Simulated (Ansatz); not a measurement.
Start from `C[SiH2]SS` and change one atom or group to get `F[SiH2]SS`.

Ansatz, PBE0-D4/def2-TZVP geometries, multiplicity 1. Each molecule was computed in one conformer, which needn't be the lowest.

| property | `C[SiH2]SS` |
| --- | --- |
| HOMO–LUMO gap (B3LYP/def2-TZVPP) / eV | 5.65 |
| HOMO energy (PBE/def2-TZVPP) / eV | -5.96 |
| LUMO energy (PBE/def2-TZVPP) / eV | -2.04 |
| LUMO energy (ωB97M-V/def2-TZVPP) / eV | 1.01 |
| size of the dipole moment (ωB97M-V/def2-TZVPP) / D | 1.43 |
| HOMO–LUMO gap (PBE/def2-TZVPP) / eV | 3.93 |

(1) What does the change do to each property? (An estimate is asked.)

## Answers

(1) Computed: 
```json
{"property": "HOMO–LUMO gap (B3LYP/def2-TZVPP) / eV", "`F[SiH2]SS`": "5.79", "shift": "0.14"}
{"property": "HOMO energy (PBE/def2-TZVPP) / eV", "`F[SiH2]SS`": "-6.51", "shift": "-0.55"}
{"property": "LUMO energy (PBE/def2-TZVPP) / eV", "`F[SiH2]SS`": "-2.45", "shift": "-0.41"}
{"property": "LUMO energy (ωB97M-V/def2-TZVPP) / eV", "`F[SiH2]SS`": "0.63", "shift": "-0.38"}
{"property": "size of the dipole moment (ωB97M-V/def2-TZVPP) / D", "`F[SiH2]SS`": "1.68", "shift": "0.25"}
{"property": "HOMO–LUMO gap (PBE/def2-TZVPP) / eV", "`F[SiH2]SS`": "4.06", "shift": "0.13"}
```

With PBE0 the HOMO falls by 0.56 eV and the LUMO falls by 0.41 eV, so the gap widens by about 0.15 eV. PBE moves the HOMO by -0.55 eV and ωB97M-V by -0.55 eV. The zero-point energy changes by -87.5 kJ/mol with -9 modes. Dipoles are sizes alone; their direction can turn.

B3LYP here is the variant with VWN-RPA as its local correlation; programs differ in this.
